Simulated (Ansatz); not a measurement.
Geometry optimisation, Ansatz, RKS B3LYP/def2-SVP.

input.yaml

```yaml
crystal:
  periodic: [false, false, false]
  atoms:
    - { symbol: Zn, position_ang: [-0.150386, -0.065347, 0.087378] }
    - { symbol: O, position_ang: [-0.340125, 0.078072, 1.859171] }
    - { symbol: H, position_ang: [-1.125787, -0.336185, 2.238597] }
    - { symbol: Cl, position_ang: [0.05452, -0.19518, -2.014478] }
    - { symbol: P, position_ang: [3.036457, 0.775273, 1.233956] }
    - { symbol: H, position_ang: [3.122396, -0.635642, 1.013662] }
    - { symbol: H, position_ang: [2.431965, 1.016545, -0.042838] }
    - { symbol: H, position_ang: [1.791459, 0.671064, 1.918352] }
basis:
  gaussian: { orbitals: def2-SVP }
hamiltonian:
  xc: b3lyp
relax:
  f_tol: 0.03
  max_steps: 50
output:
  orbitals: {}
```

Launched with:

```bash
$ ansatz run input.yaml --threads 2 --pin off --max-ram 3072MiB --backend cpu --events-out ev --progress --plain --runs-dir out
```

Q: Where does it end, and by what steps?

A: The run converged. The force dipped under the threshold on the way, but the program's further checks kept it going. After 18 steps the energy has fallen by 0.016 eV; H6 moved furthest, 0.35 Å.

| step | energy less start (eV) | largest force component (eV/Å) | accepted |
| --- | --- | --- | --- |
| 0 | 0.0000 | 0.138 | yes |
| 1 | -0.0064 | 0.146 | yes |
| 2 | -0.0088 | 0.154 | yes |
| 3 | -0.0109 | 0.051 | yes |
| 4 | -0.0116 | 0.046 | yes |
| 5 | -0.0119 | 0.160 | yes |
| 6 | -0.0126 | 0.039 | yes |
| 7 | 0.0302 | 1.789 | no |
| 8 | -0.0128 | 0.035 | yes |
| 9 | -0.0130 | 0.206 | yes |
| 10 | -0.0138 | 0.074 | yes |
| 11 | -0.0143 | 0.041 | yes |
| 12 | -0.0145 | 0.082 | yes |
| 13 | -0.0146 | 0.148 | yes |
| 14 | -0.0149 | 0.072 | yes |
| 15 | -0.0151 | 0.003 | yes |
| 16 | -0.0152 | 0.137 | yes |
| 17 | -0.0154 | 0.046 | yes |
| 18 | -0.0155 | 0.003 | yes |

```xyz
8
Properties=species:S:1:pos:R:3
Zn -0.048 -0.200 0.195
O -0.384 -0.171 1.948
H -1.318 -0.088 2.183
Cl 0.264 -0.281 -1.899
P 3.077 0.721 1.168
H 2.917 -0.632 0.731
H 2.428 1.253 0.010
H 1.885 0.706 1.959
```

Whether the end is a true minimum wasn't checked by a vibrational analysis.

Run time: 63 s on 2 threads of Arm Neoverse V1, with other jobs on the host, peak memory 0.23 GiB.
